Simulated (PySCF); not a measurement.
Match the calculated data to a structure.

All candidates are C10H14.

- 13C NMR: chemical shifts (computed TMS as zero) by class: 151.4 (1 C), 129.6 (1 C), 129.3 (1 C), 119.6 (1 C), 46.6 (1 C), 44.4 (1 C), 26.5 (1 C), 24.8 (1 C), 5.0 (1 C), 4.3 (1 C) ppm [GIAO PBE0/pcSseg-1]
- Dipole: 0.33 D [PBE0/pcSseg-1]
- 1H NMR: chemical shifts (computed TMS as zero) by class: 6.43 (1 H), 6.22 (1 H), 5.14 (1 H), 5.03 (1 H), 3.13 (1 H), 2.99 (1 H), 2.35 (1 H), 2.25 (1 H), 2.01 (1 H), 1.66 (1 H), 1.11 (1 H), 1.10 (1 H), 1.00 (1 H), 0.95 (1 H) ppm [GIAO PBE0/pcSseg-1]
- Rotational structure: rotational constants A, B, C: 1.903, 0.880, 0.673 GHz [GFN2-xTB]

The electronic properties come from PySCF, for the isolated species, density fitting. Levels stand in brackets. The structure is a single GFN2-xTB conformer in the gas phase; no vibrational or solvent corrections. Each NMR value is the plain mean over a class of atoms that symmetry, rotation or inversion makes alike.

Task: Which candidate is it?
A. `C=C[C@@H]1CC[C@@H]1C=C1CC1`
B. `C=C[C@]1(C2CCC2)CC1=C`
C. `CCC1=C[C@@H]2C=C[C@]12CC`
D. `C#C[C@@H]1CC=CCC[C@H]1C`

Result: A. It is `C=C[C@@H]1CC[C@@H]1C=C1CC1`. Numbering: `[CH2:1]=[CH:2][C@@H:3]1[CH2:4][CH2:5][C@@H:6]1[CH:7]=[C:8]1[CH2:9][CH2:10]1`. Its formula, C10H14, gives 4 degrees of unsaturation: 2 rings and 2 π bonds in the structure found. 10 carbons fall into 10 classes; from least to most shielded: alkene CH carbon [C2] (151.4 ppm), alkene CH carbon [C7] (129.6 ppm), fully substituted alkene carbon [C8] (129.3 ppm), terminal =CH2 carbon [C1] (119.6 ppm), allylic carbon [C3] (46.6 ppm), allylic carbon [C6] (44.4 ppm), four-membered-ring carbon [C4] (26.5 ppm), four-membered-ring carbon [C5] (24.8 ppm), allylic carbon [C9] (5.0 ppm), allylic carbon [C10] (4.3 ppm). Hydrogen classes from least to most shielded: 1 H on an alkene CH carbon, C7 (6.43 ppm), 1 H on an alkene CH carbon, C2 (6.22 ppm), 1 H on a terminal =CH2 carbon, C1 (5.14 ppm), 1 H on a terminal =CH2 carbon, C1 (5.03 ppm), 1 H on an allylic carbon, C6 (3.13 ppm), 1 H on an allylic carbon, C3 (2.99 ppm), 1 H on a four-membered-ring carbon, C5 (2.35 ppm), 1 H on a four-membered-ring carbon, C4 (2.25 ppm), 1 H on a four-membered-ring carbon, C4 (2.01 ppm), 1 H on a four-membered-ring carbon, C5 (1.66 ppm), 1 H on an allylic carbon, C9 (1.11 ppm), 1 H on an allylic carbon, C9 (1.10 ppm); 2 more classes are left out. The optimised geometry has point group C1 and is an asymmetric top.

The others, at the same levels:
- `CCC1=C[C@@H]2C=C[C@]12CC` fails: its computed 13C shifts are 171.2 (1 C), 156.5 (1 C), 153.3 (1 C), 140.4 (1 C), 65.8 (1 C), 49.9 (1 C), 27.1 (1 C), 24.9 (1 C), 12.6 (1 C), 12.0 (1 C) ppm, 1H shifts are 7.03 (1 H), 6.88 (1 H), 6.45 (1 H), 3.62 (1 H), 2.17 (1 H), 1.96 (1 H), 1.95 (1 H), 1.71 (1 H), 1.23 (3 H), 0.83 (3 H) ppm and rotational constant A is 1.753 GHz (against 1.903 GHz).
- `C#C[C@@H]1CC=CCC[C@H]1C` fails: its computed 13C shifts are 139.9 (1 C), 138.0 (1 C), 94.9 (1 C), 75.0 (1 C), 42.5 (1 C), 38.6 (1 C), 38.0 (1 C), 35.1 (1 C), 25.9 (1 C), 21.9 (1 C) ppm, 1H shifts are 6.03 (1 H), 6.01 (1 H), 2.68 (1 H), 2.50 (1 H), 2.35 (1 H), 2.30 (1 H), 2.12 (1 H), 2.00 (1 H), 1.90 (1 H), 1.53 (1 H), 1.48 (1 H), 1.23 (3 H) ppm and rotational constant A is 2.013 GHz (against 1.903 GHz).
- `C=C[C@]1(C2CCC2)CC1=C` fails: its computed 13C shifts are 152.5 (1 C), 151.3 (1 C), 119.7 (1 C), 111.0 (1 C), 38.6 (1 C), 32.9 (1 C), 27.4 (1 C), 23.2 (1 C), 21.5 (1 C), 16.4 (1 C) ppm, 1H shifts are 6.44 (1 H), 6.01 (1 H), 6.01 (1 H), 5.27 (1 H), 5.19 (1 H), 2.89 (1 H), 2.18 (1 H), 1.95 (1 H), 1.84 (1 H), 1.74 (1 H), 1.69 (1 H), 1.69 (1 H), 1.18 (1 H), 0.92 (1 H) ppm and rotational constant A is 2.042 GHz (against 1.903 GHz).

Each candidate is one conformer, not necessarily the lowest. Dipoles, sizes and rotational constants follow the conformer. The torsions of the flexible species, by atom-mapped SMILES:
- `[CH2:1]=[CH:2][C@@H:3]1[CH2:4][CH2:5][C@@H:6]1[CH:7]=[C:8]1[CH2:9][CH2:10]1`: C1–C2–C3–C4 -129°, C5–C6–C7–C8 146°
- `[CH3:1][CH2:2][C:3]1=[CH:4][C@@H:5]2[CH:6]=[CH:7][C@:8]12[CH2:9][CH3:10]`: C1–C2–C3–C4 -6°, C7–C8–C9–C10 163°
- `[CH2:1]=[CH:2][C@:3]1([CH:4]2[CH2:5][CH2:6][CH2:7]2)[CH2:8][C:9]1=[CH2:10]`: C1–C2–C3–C4 -167°, C2–C3–C4–C5 65°

The conformers of `C#C[C@@H]1CC=CCC[C@H]1C` aren't listed.
